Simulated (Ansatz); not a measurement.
System: dibromosilane, sum formula SiH2Br2, net charge 0, singlet state. SMILES: Br[SiH2]Br
Geometry: optimised at B3LYP-D3(BJ)/def2-TZVP (Ansatz, an electronic-structure program).

Property: atomisation energy (electronic, to ground-state atoms), in kcal/mol. Valence correlation only, unless marked. UHF or UKS for open shells. Spin-orbit coupling is left out. Frozen are the shells of the preceding noble gas and the d and f shells that filled before the atom's block. No relativistic terms. The coupled-cluster limit lacks core correlation, which all-electron functionals hold. CBS marks a two-point X^-3 extrapolation of the correlation energy; Hartree-Fock from the larger set.

| level | program | atomisation energy (kcal/mol) | minus last row |
|---|---|---|---|
| HF/6-31G | Ansatz | 183.2 | -144.5 |
| PBE-D3(BJ)/def2-TZVPD | Ansatz + dftd3 | 325.7 | -2.0 |
| PBE0/STO-3G | Ansatz | 413.3 | 85.6 |
| r2SCANh-D4/def2-TZVPD | Ansatz + dftd4 | 328.0 | 0.3 |
| r2SCAN0/def2-TZVPD | Ansatz | 325.1 | -2.6 |
| RPA@PBE/def2-TZVPP | Ansatz | 294.3 | -33.4 |
| RPA@PBE/def2-QZVPP | Ansatz | 300.5 | -27.2 |
| RI-MP2/def2-QZVPPD | Ansatz | 327.3 | -0.4 |
| CCSD(T)/def2-QZVPP | Ansatz | 323.0 | -4.7 |
| CCSD(T)/CBS(def2-TZVPPD,def2-QZVPPD) | Ansatz | 327.7 | 0.0 |
